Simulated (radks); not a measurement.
All-electron atom: Rb2+ in [Ar] 3d10 4s2 4p4.75 5s0.25 (fractional occupations, a model configuration).

All-electron calculation, Dirac Kohn-Sham, LDA (Slater exchange, Perdew-Wang correlation), spin-unpolarised, spherical densities, finite nucleus; open shells are shared between the two j in proportion to 2j + 1; Fermi nuclear charge, rms radius 4.2036 fm. Program: a radial shooting solver on a logarithmic mesh with Libxc functionals.

Energy parts (eV):
total: -80994.808
kinetic: 83275.017
electron-nucleus: -194931.223
Hartree: 33288.461
exchange-correlation: -2627.064

Orbitals (lengths in bohr, moments of r in powers of bohr):
\begin{tabular}{lrrrrr}
orbital & occ. & eigenvalue (eV) & <1/r> & <r> & small-component weight \\ \hline
1s1/2 & 2 & -15026.26 & 37.83 & 0.04034 & 1.80e-02 \\
2s1/2 & 2 & -2026.392 & 8.490 & 0.1778 & 3.60e-03 \\
2p1/2 & 2 & -1841.603 & 8.468 & 0.1524 & 3.60e-03 \\
2p3/2 & 4 & -1780.928 & 8.157 & 0.1565 & 3.51e-03 \\
3s1/2 & 2 & -318.6513 & 2.820 & 0.5113 & 8.96e-04 \\
3p1/2 & 2 & -252.4095 & 2.711 & 0.5121 & 8.46e-04 \\
3p3/2 & 4 & -243.2652 & 2.636 & 0.5226 & 8.20e-04 \\
3d3/2 & 4 & -126.8498 & 2.404 & 0.5227 & 7.03e-04 \\
3d5/2 & 6 & -125.2944 & 2.385 & 0.5264 & 6.96e-04 \\
4s1/2 & 2 & -51.8904 & 0.9519 & 1.414 & 1.68e-04 \\
4p1/2 & 1.58333 & -35.8259 & 0.8297 & 1.603 & 1.32e-04 \\
4p3/2 & 3.16667 & -34.8052 & 0.8111 & 1.634 & 1.28e-04 \\
4d3/2 & 0 & -13.8216 & 0.5184 & 2.511 & 5.64e-05 \\
4d5/2 & 0 & -13.7472 & 0.5153 & 2.525 & 5.59e-05 \\
5s1/2 & 0.25 & -13.9234 & 0.3626 & 3.591 & 3.45e-05 \\
5p1/2 & 0 & -10.3856 & 0.3061 & 4.254 & 2.62e-05 \\
5p3/2 & 0 & -10.2241 & 0.3017 & 4.313 & 2.57e-05 \\
\end{tabular}

The highest occupied level is 5s1/2 at -13.923 eV. The electron density at the nucleus is 5.469e+04 e/bohr^3. The density falls to 0.001 e/bohr^3 at r = 3.63 bohr.
